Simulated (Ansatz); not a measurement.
A short molecular-dynamics run on the cluster Au2Br⁺.

```yaml
crystal:
  periodic: [false, false, false]
  atoms:
    - {symbol: Au, position_ang: [-1.231521, 0.209876, -0.927400]}
    - {symbol: Au, position_ang: [0.456787, 0.798517, 1.254684]}
    - {symbol: Br, position_ang: [0.774723, -1.008394, -0.327283]}
basis:
  gaussian: {orbitals: def2-SVP}
total_charge: 1
hamiltonian: {xc: {name: r2SCAN}}
md: {timestep: 1 fs, n_steps: 15, ensemble: nve, temperature: 1000, initial_velocities: maxwell_boltzmann, seed: 304}
scf: {omitted_lower_state_checks: [starts]}
```

```sh
$ ansatz run in.yaml --threads 4 --pin off --events-out ev --progress --plain --max-ram 3916MiB
```

```tsv
step	time (fs)	potential energy (eV)	kinetic (eV)	T (K)	conserved (eV)
0	0.0	-77420.4428	0.1293	1000	-77420.3135
1	1.0	-77420.4434	0.1299	1005	-77420.3135
2	2.0	-77420.4440	0.1304	1009	-77420.3135
3	3.0	-77420.4445	0.1310	1013	-77420.3135
4	4.0	-77420.4450	0.1315	1018	-77420.3135
5	5.0	-77420.4455	0.1320	1021	-77420.3135
6	6.0	-77420.4460	0.1325	1025	-77420.3135
7	7.0	-77420.4464	0.1329	1028	-77420.3135
8	8.0	-77420.4468	0.1333	1032	-77420.3135
9	9.0	-77420.4472	0.1337	1034	-77420.3135
10	10.0	-77420.4475	0.1340	1037	-77420.3135
11	11.0	-77420.4478	0.1343	1039	-77420.3135
12	12.0	-77420.4481	0.1346	1041	-77420.3135
13	13.0	-77420.4483	0.1348	1043	-77420.3135
14	14.0	-77420.4485	0.1350	1044	-77420.3135
15	15.0	-77420.4486	0.1351	1045	-77420.3135
```

Velocities are drawn at the set temperature; a run this short doesn't reach equilibrium.

In the def2 sets Au takes a core potential; there is no spin–orbit coupling.

Frames (Å, forces in eV/Å):

```xyz
3
time=0.0 fs
Au   -1.232    0.210   -0.927   -0.345    0.113   -0.203
Au    0.457    0.799    1.255    0.062    0.256    0.323
Br    0.775   -1.008   -0.327    0.283   -0.369   -0.120
3
time=1.0 fs
Au   -1.232    0.209   -0.929   -0.347    0.120   -0.198
Au    0.458    0.799    1.257    0.058    0.245    0.308
Br    0.773   -1.008   -0.328    0.289   -0.364   -0.110
3
time=2.0 fs
Au   -1.233    0.208   -0.931   -0.349    0.126   -0.194
Au    0.460    0.800    1.259    0.055    0.233    0.293
Br    0.771   -1.007   -0.329    0.294   -0.359   -0.099
3
time=3.0 fs
Au   -1.234    0.207   -0.932   -0.351    0.131   -0.190
Au    0.461    0.800    1.261    0.052    0.221    0.278
Br    0.769   -1.006   -0.330    0.298   -0.352   -0.088
3
time=4.0 fs
Au   -1.234    0.206   -0.934   -0.352    0.137   -0.185
Au    0.463    0.801    1.263    0.049    0.208    0.262
Br    0.768   -1.005   -0.331    0.303   -0.345   -0.077
3
time=5.0 fs
Au   -1.235    0.205   -0.936   -0.352    0.142   -0.180
Au    0.464    0.802    1.265    0.046    0.195    0.246
Br    0.766   -1.005   -0.332    0.306   -0.337   -0.065
3
time=6.0 fs
Au   -1.236    0.204   -0.938   -0.353    0.147   -0.176
Au    0.466    0.803    1.267    0.044    0.182    0.229
Br    0.764   -1.004   -0.332    0.309   -0.328   -0.054
3
time=7.0 fs
Au   -1.237    0.203   -0.939   -0.353    0.151   -0.171
Au    0.467    0.803    1.269    0.041    0.168    0.213
Br    0.763   -1.003   -0.333    0.312   -0.319   -0.042
3
time=8.0 fs
Au   -1.238    0.202   -0.941   -0.352    0.155   -0.166
Au    0.468    0.804    1.271    0.038    0.154    0.196
Br    0.761   -1.003   -0.334    0.314   -0.310   -0.030
3
time=9.0 fs
Au   -1.238    0.201   -0.943   -0.352    0.159   -0.162
Au    0.470    0.805    1.273    0.036    0.140    0.179
Br    0.759   -1.002   -0.335    0.316   -0.299   -0.017
3
time=10.0 fs
Au   -1.239    0.200   -0.944   -0.350    0.163   -0.157
Au    0.471    0.805    1.275    0.033    0.126    0.162
Br    0.758   -1.002   -0.336    0.317   -0.288   -0.005
3
time=11.0 fs
Au   -1.240    0.199   -0.946   -0.349    0.166   -0.152
Au    0.473    0.806    1.277    0.031    0.111    0.145
Br    0.757   -1.001   -0.337    0.317   -0.277    0.007
3
time=12.0 fs
Au   -1.241    0.199   -0.948   -0.347    0.168   -0.147
Au    0.474    0.807    1.280    0.029    0.097    0.127
Br    0.755   -1.001   -0.338    0.318   -0.265    0.020
3
time=13.0 fs
Au   -1.242    0.198   -0.950   -0.344    0.171   -0.142
Au    0.476    0.808    1.282    0.027    0.082    0.110
Br    0.754   -1.001   -0.339    0.317   -0.253    0.032
3
time=14.0 fs
Au   -1.243    0.197   -0.952   -0.341    0.173   -0.137
Au    0.477    0.808    1.284    0.025    0.067    0.092
Br    0.752   -1.000   -0.340    0.316   -0.240    0.045
3
time=15.0 fs
Au   -1.244    0.196   -0.953   -0.338    0.175   -0.132
Au    0.479    0.809    1.286    0.023    0.052    0.075
Br    0.751   -1.000   -0.341    0.315   -0.227    0.057
```

Run time 28 s (4 threads of Intel Xeon Platinum 8259CL on a shared host).
